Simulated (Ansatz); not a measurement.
Cost and result for the atomization energy of AlFH$_{4}$SSi, SMILES `F[SiH2][S][AlH2]` (8 atoms, 7 bonds).

```xyz
8

F    -1.466   -0.550   -1.523
Si   -0.746    0.755   -0.943
S    -0.629    0.659    1.168
Al    0.929   -0.869    1.340
H     0.593    0.821   -1.569
H    -1.582    1.924   -1.292
H     1.611   -1.401    0.018
H     1.289   -1.340    2.801
```

Charge 0, multiplicity 1. Geometry: relaxed with PBE0-D4/def2-TZVP. It is one conformer, not always the lowest. Program: Ansatz. All runs use 2 threads of an Arm Neoverse V1 on a shared host. Times are those of one run each, without the atoms' runs, and a repeat can differ threefold. Electronic energies, without spin–orbit coupling; frozen cores. CCSD(T)/CBS adds CCSD(T) − MP2 in def2-TZVPP to the MP2 limit, and its time is that of the two runs behind it. T1 = 0.012.

CCSD(T)/CBS is a level of theory with its own doubt, some kJ/mol a heavy atom from the limit and from the frozen cores, so smaller differences don't rank the functionals.

| level | functions | wall time | atomization (kcal/mol) | difference from CCSD(T)/CBS | per bond |
| --- | --- | --- | --- | --- | --- |
| LDA (SPW92)/def2-TZVPP | 213 | 1.6 s | 662.7 | 62.4 | 8.9 |
| CCSD(T)/def2-SVP | 88 | 2.4 s | 549.6 | -50.7 | -7.2 |
| revPBE-D4/def2-TZVPP | 213 | 2.6 s | 580.6 | -19.7 | -2.8 |
| PBE0-D4/def2-TZVPP | 213 | 3.7 s | 586.9 | -13.4 | -1.9 |
| CAM-B3LYP-D4/def2-TZVPP | 213 | 4.5 s | 595.5 | -4.8 | -0.7 |
| B2PLYP/def2-TZVPP | 213 | 6.5 s | 586.8 | -13.5 | -1.9 |
| r2SCAN-D4/def2-TZVPP (with forces) | 213 | 7.5 s | 598.8 | -1.5 | -0.2 |
| r2SCANh-D4/def2-TZVPP | 213 | 7.5 s | 595.4 | -4.9 | -0.7 |
| ωB97X-V/def2-TZVPP | 213 | 12 s | 602.2 | 1.9 | 0.3 |
| ωB97M-V/def2-TZVPP (with forces) | 213 | 16 s | 599.4 | -0.9 | -0.1 |
| MP2/def2-QZVPP | 387 | 20 s | 601.1 | 0.8 | 0.1 |
| CCSD(T)/def2-TZVPP | 213 | 76 s | 581.4 | -18.9 | -2.7 |
| CCSD(T)/CBS(def2) | – | 96 s | 600.3 | 0.0 | 0.0 |

At CCSD(T), def2-SVP lies −50.7 kcal/mol from the extrapolated value and def2-TZVPP −18.9 kcal/mol: correlation converges slowly with the basis, and small sets miss more of it in the bonded molecule than in its fragments. From r2SCAN to r2SCAN0 (25 % exact exchange), in def2-TZVPP and without D4, the atomization energy moves by −8.5 kcal/mol: exact exchange takes away binding that semilocal exchange gives to molecules. In def2-TZVPP, CCSD(T) changes the Hartree–Fock value by +129.7 kcal/mol (the triples alone add +7.5 kcal/mol) and MP2 by +138.1 kcal/mol; breaking electron pairs costs correlation energy, which Hartree–Fock lacks.
